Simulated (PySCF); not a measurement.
## Sc: ionisation energy

Sc [Ar] 3d1 4s2 (2D) → Sc⁺ [Ar] 3d1 4s1 (3D), as a difference of total energies. Calculation: PySCF 2.14, in def2-TZVPPD (6s6p4d2f1g, 67 functions); the non-relativistic Hamiltonian (point nucleus). Correlated levels: valence: [Ar] frozen. The calculations carry no spin-orbit coupling.

```tsv
method	ionisation energy (eV)	difference from reference (eV)
UHF	5.366	-1.196
MP2 (valence)	6.069	-0.493
SCS-MP2 (valence)	6.212	-0.350
CCSD (valence)	6.323	-0.239
CCSD(T) (valence)	6.353	-0.209
```

Reference: 6.562 eV (measured; NIST levels, between the centres of gravity of the two terms).

These non-relativistic numbers lack the scalar-relativistic shift.

Errors of the correlated levels include the incompleteness of this basis and the frozen core.
